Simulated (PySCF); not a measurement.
# Substituent chemical shifts

Parent skeleton `[CH3:1][Si:2]1([PH2:3])[CH2:4][CH2:5][SiH2:6][O:7]1`; one hydrogen on atom 5 is replaced by X. Hydrogens on one atom are averaged.

Rapidly exchanging positions averaged, one computed conformer, relativity neglected, in vacuum. GFN2-xTB geometry; shielding tensors at PBE0/pcSseg-1 (GIAO); PySCF.

Scale: ¹³C and ²⁹Si and ¹H vs TMS; ³¹P vs H3PO4; ¹⁷O vs H2O (reference shieldings calculated alike).

Known members:
```
    X   C1   Si2      P3    C4    C5    Si6    O7  H(C1)  H(P3)
OSiH3  3.5  41.1  -266.4  26.6  70.2   -4.8  50.5   0.43   1.51
  CH3  3.6  41.5  -284.2  30.3  21.4   -3.6  68.7   0.43   0.89
 C2H5  8.2  42.8  -290.0  22.5  28.7   -3.1  62.0   0.47   1.00
  CHO  8.8  47.9  -285.4  17.7  51.6  -17.4  54.9   0.89   1.10
```

Four more derivatives gave (δ, ppm):
| compound | C1 | Si2 | P3 | C4 | C5 | Si6 | O7 | H(C1) | H(P3) |
| --- | --- | --- | --- | --- | --- | --- | --- | --- | --- |
| 1 | 3.1 | 43.1 | -272.1 | 17.4 | 34.8 | -1.6 | 66.4 | 0.35 | 1.32 |
| 2 | 8.6 | 43.2 | -289.4 | 25.7 | 78.6 | -8.9 | 48.5 | 0.50 | 1.05 |
| 3 | 8.2 | 23.4 | -288.2 | 22.6 | 67.8 | -48.4 | 90.4 | 0.32 | 1.07 |
| 4 | 5.1 | 42.1 | -276.5 | 22.5 | 15.2 | -1.9 | 65.5 | 0.58 | 1.29 |

Task: Their substituents are CH2OH, OCH3, OCHO, ethynyl. Which is which?

Result: 1: X = CH2OH (C[Si@@]1(P)C[C@H](CO)[SiH2]O1); 2: X = OCH3 (CO[C@@H]1C[Si@@](C)(P)O[SiH2]1); 3: X = OCHO (C[Si@@]1(P)C[C@H](OC=O)[SiH2]O1); 4: X = ethynyl (C#C[C@@H]1C[Si@@](C)(P)O[SiH2]1).

Experimental scales use liquid or dissolved standards, which lie at an offset from isolated H3PO4 and H2O (liquid H2O: subtract about 36 ppm).
